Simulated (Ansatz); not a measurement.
Stepwise reaction of `[CH3][In]([F])[F]` with water, as a gas-phase model of exchange steps in deposition or etching. ΔE in kJ/mol.

Isolated molecules relaxed with PBE0-D4/def2-TZVP in Ansatz; ΔE leaves out vibrations. CCSD(T)/CBS is the MP2 limit (def2-TZVPP, def2-QZVPP) plus CCSD(T) − MP2 in def2-TZVPP, frozen cores. This one scheme is used for every species. DFT in def2-TZVPP. B3LYP here is the variant with VWN-RPA as its local correlation; programs differ in this. Elements past krypton have def2 core potentials. For In outer-core shells are correlated without core-valence functions, which leaves a few kJ/mol of doubt a bond. Each species was taken in one conformer, which may not be the lowest.

```tsv
step	reaction	PBE-D4	B3LYP-D4	ωB97M-V	CCSD(T)/CBS
2	`[CH3][In]([OH])[F]` + H₂O → `[CH3][In]([OH])[OH]` + H–F	34.1	36.4	35.1	29.8
```

**Question.** Give the row of step 1, `[CH3][In]([F])[F]` + H₂O → `[CH3][In]([OH])[F]` + H–F. (Best estimate.)

**Answer.** Ansatz gave: 
```tsv
step	reaction	PBE-D4	B3LYP-D4	ωB97M-V	CCSD(T)/CBS
1	`[CH3][In]([F])[F]` + H₂O → `[CH3][In]([OH])[F]` + H–F	38.0	40.6	39.9	33.3
```

**Question.** By hand: ΔE of the 2 steps together at CCSD(T)/CBS.

**Answer.** (33.3) + (29.8) = 63.1 kJ/mol, or 31.5 kJ/mol a step.

In ΔE the steps differ by no more than 3.5 kJ/mol. All are uphill at CCSD(T)/CBS. PBE-D4 differs from CCSD(T)/CBS by 4.3 to 4.7 kJ/mol a step. Isolated molecules leave out the surface, adducts and barriers. Largest T1 diagnostic: 0.016.
